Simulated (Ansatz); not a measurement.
Trimethylantimony (`[CH3][Sb]([CH3])[CH3]`), relaxed with RKS PBE-D4/def2-SVP in Ansatz 0.2.0 from a rough embedded geometry. The force threshold is 0.03 eV/Å; the program also tests the step.

Total charge 0; spin multiplicity 1. Sb: def2 effective core potential.

Start:

```xyz
13

C     1.336    0.957   -0.589
Sb   -0.602    1.067    0.224
C    -1.287   -0.470   -1.101
C    -0.195   -0.345    1.726
H     1.409    1.463   -1.581
H     1.730   -0.079   -0.697
H     2.076    1.514    0.066
H    -0.623   -1.299   -1.167
H    -2.300   -0.864   -0.810
H    -1.414   -0.075   -2.158
H    -1.073   -0.749    2.228
H     0.483    0.104    2.517
H     0.461   -1.223    1.343
```

Question: By how much does the energy fall, and how many steps does the optimiser take? (An estimate is asked.)

Answer: Computed: 7.46 kcal/mol, in 3 steps.

Question: Which bonds change most? (An estimate is asked.)

Answer: The calculation gave: Sb2–C4 from 2.101 to 2.196 Å; C1–Sb2 from 2.104 to 2.196 Å; Sb2–C3 from 2.142 to 2.196 Å; C4–H13 from 1.161 to 1.107 Å.

Question: Give the relaxed structure. (Best estimate.)

Answer: The calculation gave: 
```xyz
13

C     1.433    1.006   -0.616
Sb   -0.604    1.035    0.204
C    -1.357   -0.503   -1.171
C    -0.143   -0.391    1.809
H     1.442    1.497   -1.609
H     1.792   -0.037   -0.718
H     2.110    1.563    0.060
H    -0.659   -1.362   -1.211
H    -2.351   -0.851   -0.828
H    -1.466   -0.070   -2.185
H    -1.084   -0.747    2.272
H     0.464    0.114    2.586
H     0.420   -1.255    1.407
```
